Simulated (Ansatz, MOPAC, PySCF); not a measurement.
Molecule: InCl₂, net charge 0, doublet state. SMILES: [Cl][In][Cl]
Geometry: optimised at B3LYP-D3(BJ)/def2-TZVP (Ansatz, a program for electronic structure).

Property: vertical electron affinity to the singlet, in eV. Set-up: LANL2DZ with its own core potentials from Na on; STO-3G and 3-21G all-electron and non-relativistic; each state is the SCF solution reached for its charge and spin; dispersion terms only where a functional's name holds one; no spin-orbit coupling; def2 sets with scalar-relativistic core potentials past Kr; 6-31G* and kin with 6d, 5d where marked; open shells spin-unrestricted; valence correlation only (noble-gas shells and the d and f shells of earlier blocks); PM7 with its own dispersion and hydrogen-bond terms. First-principles rows: single points at B3LYP-D3(BJ) geometries (Ansatz). Semi-empirical rows: differences of heats of formation at the shared geometry for vertical values. The spin state of an ion or metal species was assumed, not searched.

```json
[
 {"level": "AM1", "program": "MOPAC", "vertical electron affinity to the singlet (eV)": "3.60"},
 {"level": "PM3", "program": "MOPAC", "vertical electron affinity to the singlet (eV)": "3.77"},
 {"level": "PM6", "program": "MOPAC", "vertical electron affinity to the singlet (eV)": "2.49"},
 {"level": "PM7", "program": "MOPAC", "vertical electron affinity to the singlet (eV)": "3.26"},
 {"level": "MNDO", "program": "MOPAC", "vertical electron affinity to the singlet (eV)": "3.71"},
 {"level": "HF/6-31G* with LANL2DZ past Ar", "program": "Ansatz", "vertical electron affinity to the singlet (eV)": "1.83"},
 {"level": "PBE/6-31G* with LANL2DZ past Ar", "program": "Ansatz", "vertical electron affinity to the singlet (eV)": "2.45"},
 {"level": "B3LYP/STO-3G", "program": "Ansatz", "vertical electron affinity to the singlet (eV)": "-1.44"},
 {"level": "B3LYP/3-21G", "program": "Ansatz", "vertical electron affinity to the singlet (eV)": "2.65"},
 {"level": "B3LYP/6-31G* with LANL2DZ past Ar", "program": "Ansatz", "vertical electron affinity to the singlet (eV)": "2.55"},
 {"level": "M06-2X/6-31G* with LANL2DZ past Ar (5d)", "program": "PySCF", "vertical electron affinity to the singlet (eV)": "2.64"},
 {"level": "MP2/6-31G* with LANL2DZ past Ar", "program": "Ansatz", "vertical electron affinity to the singlet (eV)": "2.07"},
 {"level": "PBE/def2-TZVPD", "program": "Ansatz", "vertical electron affinity to the singlet (eV)": "2.80"}
]
```

No value to compare with is used here. The 12 habitual levels span -1.44 (B3LYP/STO-3G) to 3.77 eV (PM3); PBE/def2-TZVPD gives 2.80.

The levels are drawn from those run, B3LYP/6-31G* more often than the rest, none by its result; left out are runs that failed, that the program found above a lower state of the same kind, or whose <S^2> lies over 0.5 above the pure value.
